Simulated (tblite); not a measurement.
Compound: C5H13NOSi2.
Geometry (GFN2-xTB, Å), atoms numbered from 1 in this order:
```xyz
22
C5H13NOSi2 angstrom
C      3.2815   -0.2540   -0.2792
C      2.2530   -0.5325    0.5047
C      1.1806    0.4230    0.8676
Si    -0.3958    0.1002   -0.1946
N      0.1699    0.4355   -1.8053
C     -0.8485   -1.7236    0.0848
C     -1.9218   -2.1412    0.7375
Si    -2.1856    1.4782    0.2621
O     -1.8984    3.0162   -0.1915
H      4.0208   -0.9925   -0.5403
H      3.4330    0.7358   -0.6798
H      2.1300   -1.5361    0.8923
H      1.5168    1.4464    0.7058
H      0.9247    0.3133    1.9209
H      1.1155    0.1708   -2.0400
H     -0.4337    0.2579   -2.5926
H     -0.1751   -2.4734   -0.3181
H     -2.1472   -3.1867    0.8886
H     -2.6302   -1.4432    1.1566
H     -3.4042    1.0169   -0.4253
H     -2.5030    1.6871    1.6726
H     -1.4925    3.2213   -1.0285
```

Level: GFN2-xTB in tblite, geometry and Hessian alike; calculated harmonic values, unscaled, isolated species. The method is semi-empirical: single wavenumbers can be off by several per cent or more. Modes of hydrogen on silicon can be 10 to 20 % off. One conformer, not necessarily the lowest.

Harmonic wavenumbers (cm⁻¹): 30.5, 37.7, 54.2, 73.5, 81.7, 109.6, 137.8, 165.2, 183.4, 208.3, 237.6, 253.4, 267.3, 333.8, 408.0, 421.7, 449.6, 490.6, 537.2, 601.2, 623.5, 676.0, 728.9, 741.3, 773.1, 799.0, 804.1, 819.1, 860.0, 873.4, 892.7, 921.0, 957.3, 1003.1, 1024.2, 1035.0, 1055.6, 1184.1, 1205.4, 1270.2, 1299.2, 1414.3, 1421.0, 1468.3, 1515.2, 1666.2, 1703.2, 2151.8, 2267.7, 2986.1, 2995.5, 3005.2, 3047.1, 3065.3, 3087.3, 3090.6, 3115.7, 3440.6, 3487.0, 3680.4.

A = 1398, B = 773.7, C = 595.8 MHz; mass 159.054 u (most abundant isotopes); point group C1, symmetry number 1.

**Question.** Zero-point energy?

**Answer.** Half the sum of the wavenumbers: 36618 cm⁻¹ = 438.06 kJ/mol.

**Question.** Entropy at 298.15 K, 1 bar (ideal gas, RRHO, classical rotation)?

**Answer.** Translation 172.08, rotation 127.99, vibration 212.36: S = 512.4 J/(mol K).

**Question.** And Cp and H(298.15 K) − H(0)?

**Answer.** Cp = 221.32 J/(mol K), of which vibrations give 188.06 (their classical limit is 60 R = 498.9); H(298.15 K) − H(0) = 40.90 kJ/mol without the zero-point energy, 30.98 from vibrations.

**Question.** Which modes carry the vibrational entropy at 298.15 K?

**Answer.** 30.5 cm⁻¹: 24.25; 37.7 cm⁻¹: 22.49; 54.2 cm⁻¹: 19.49; 73.5 cm⁻¹: 16.98; 81.7 cm⁻¹: 16.11; 109.6 cm⁻¹: 13.71 J/(mol K); the other 54 give 99.33 together.

**Question.** What must be added to the electronic energy to get the Gibbs energy at 298.15 K and 1 bar?

**Answer.** ZPE + [H(298.15 K) − H(0)] − T·S = 438.06 + 40.90 − 152.78 = 326.18 kJ/mol.

**Question.** How do the functions run with temperature in this model?

**Answer.** 
```json
{"T (K)": "100", "S (J/(mol K))": "338.9", "Cp (J/(mol K))": "113.3", "H − H(0) (kJ/mol)": "7.50", "G − H(0) (kJ/mol)": "-26.39", "ln q(vib)": "4.02"}
{"T (K)": "200", "S (J/(mol K))": "434.9", "Cp (J/(mol K))": "169.4", "H − H(0) (kJ/mol)": "21.68", "G − H(0) (kJ/mol)": "-65.31", "ln q(vib)": "8.78"}
{"T (K)": "300", "S (J/(mol K))": "513.8", "Cp (J/(mol K))": "222.2", "H − H(0) (kJ/mol)": "41.31", "G − H(0) (kJ/mol)": "-112.83", "ln q(vib)": "13.12"}
{"T (K)": "500", "S (J/(mol K))": "647.9", "Cp (J/(mol K))": "303.7", "H − H(0) (kJ/mol)": "94.50", "G − H(0) (kJ/mol)": "-229.44", "ln q(vib)": "21.03"}
{"T (K)": "800", "S (J/(mol K))": "808.0", "Cp (J/(mol K))": "376.7", "H − H(0) (kJ/mol)": "197.56", "G − H(0) (kJ/mol)": "-448.84", "ln q(vib)": "31.44"}
{"T (K)": "1000", "S (J/(mol K))": "895.7", "Cp (J/(mol K))": "408.8", "H − H(0) (kJ/mol)": "276.26", "G − H(0) (kJ/mol)": "-619.42", "ln q(vib)": "37.57"}
```

q(vib) and H(0) count from the zero-point level.

Hindered rotation and anharmonicity are outside this model. Other conformers, if any are populated, would add a mixing term that is left out. The structure is chiral; the term R ln 2 for an equal mix with its mirror image is left out.

Hardware: one thread, Arm Neoverse V2 (aarch64), shared host. Cost: 1.1 s. This covers the Hessian and the dipole derivatives.
